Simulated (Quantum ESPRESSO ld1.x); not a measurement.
The numbers below are computed, except where a source is named.
Question: All-electron atom: the gadolinium ion Gd47+ in [Ne] 3s2 3p5. Code: ld1.x of Quantum ESPRESSO 7.5. Model: scalar-relativistic Kohn-Sham, LDA (Slater exchange, Perdew-Wang correlation), spin-polarised, spherical densities, point nucleus; open shells are filled with parallel spins first. Some entries of the table are withheld. Estimate them.

| orbital | occ. | eigenvalue (eV) | r(max) (bohr) | <r> (bohr) |
|---|---|---|---|---|
| 1s up | 1 | -53141.7 | 0.014 | 0.02192 |
| 1s down | 1 | -53138.5 | 0.014 | 0.02192 |
| 2s up | 1 | -11250.9 | 0.079 | 0.09239 |
| 2s down | 1 | -11248.2 | 0.079 | 0.09238 |
| 2p up | 3 | -10366.9 | 0.063 | 0.08141 |
| 2p down | 3 | -10363.6 | 0.063 | 0.08140 |
| 3s up | 1 | -4364.53 | (1) | 0.2254 |
| 3s down | 1 | -4357.26 | (2) | 0.2255 |
| 3p up | 3 | -4095.51 | 0.207 | 0.2199 |
| 3p down | 2 | -4088.14 | 0.207 | 0.2200 |
| 3d up | 0 | -3812.72 | 0.164 | 0.1941 |
| 3d down | 0 | -3806.17 | 0.164 | 0.1941 |
| 4s up | 0 | -2279.78 | 0.425 | 0.4240 |
| 4s down | 0 | -2277.10 | 0.429 | 0.4244 |

Answer: 
(1) 3s up r(max) (bohr): 0.214
(2) 3s down r(max) (bohr): 0.214
